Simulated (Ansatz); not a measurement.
Reaction (cleavage of the Si–Ge bond): `[OH][GeH2][SiH2]S` + H₂S → `S[SiH2]S` + `[OH][GeH3]`

Program: Ansatz. Geometries: PBE0-D4/def2-TZVP. ΔE: electronic, gas phase. CCSD(T)/CBS is the MP2 limit (def2-TZVPP, def2-QZVPP) plus CCSD(T) − MP2 in def2-TZVPP, frozen cores. This one scheme is used for every species. DFT in def2-TZVPP. B3LYP here is the variant with VWN-RPA as its local correlation; programs differ in this. For Ge outer-core shells are correlated without core-valence functions, which leaves a few kJ/mol of doubt a bond. Scalar relativity is left out up to krypton. One conformer a species, not always the lowest.

`[OH][GeH2][SiH2]S`:

Z-matrix (Å, degrees):
```
Ge
Si 1 2.382
O 1 1.798 2 100.0
H 1 1.544 2 114.0 3 115.9
H 1 1.544 2 115.8 3 -116.7
S 2 2.136 1 105.3 3 -36.3
H 2 1.487 1 110.3 3 85.9
H 2 1.485 1 112.0 3 -153.4
H 3 0.959 1 113.4 2 171.7
H 6 1.348 2 92.6 1 32.1
```

H₂S:

Z-matrix (Å, degrees):
```
S
H 1 1.341
H 1 1.341 2 92.3
```

`S[SiH2]S`:

Z-matrix (Å, degrees):
```
Si
S 1 2.126
S 1 2.137 2 108.8
H 1 1.482 2 104.0 3 120.9
H 1 1.484 2 113.0 3 -120.3
H 2 1.344 1 94.4 3 59.4
H 3 1.345 1 93.8 2 -156.0
```

`[OH][GeH3]`:

Z-matrix (Å, degrees):
```
Ge
O 1 1.783
H 1 1.531 2 104.3
H 1 1.541 2 109.9 3 119.6
H 1 1.541 2 109.9 3 -119.6
H 2 0.959 1 112.7 3 180.0
```

Question: Is it downhill or uphill in electronic energy at CCSD(T)/CBS, and by how much? (Estimate.)

Answer: Computed: Downhill: ΔE = -40.9 kJ/mol.

Question: What do these levels give: B3LYP-D4, ωB97X-V, B2PLYP, HF/def2-TZVPP, MP2/def2-QZVPP, MP2/CBS(def2)? (Estimate.)

Answer: Ansatz gave: B3LYP-D4 -38.0, ωB97X-V -41.4, B2PLYP -43.7, HF/def2-TZVPP -54.7, MP2/def2-QZVPP -47.1, MP2/CBS(def2) -47.1 kJ/mol.

Largest T1 diagnostic among the species: 0.012.

In def2-TZVPP, CCSD(T) changes the Hartree–Fock value by +14.9 kJ/mol (the triples alone add +1.0 kJ/mol) and MP2 by +8.7 kJ/mol. From PBE to PBE0 (25 % exact exchange), in def2-TZVPP and without D4, ΔE moves by −3.5 kJ/mol. The D4 term adds +4.0 kJ/mol with B3LYP and +2.5 kJ/mol with PBE0; it sums over pairs of atoms, weighted by their polarisabilities, and B3LYP, whose exchange is more repulsive, gets the larger term.
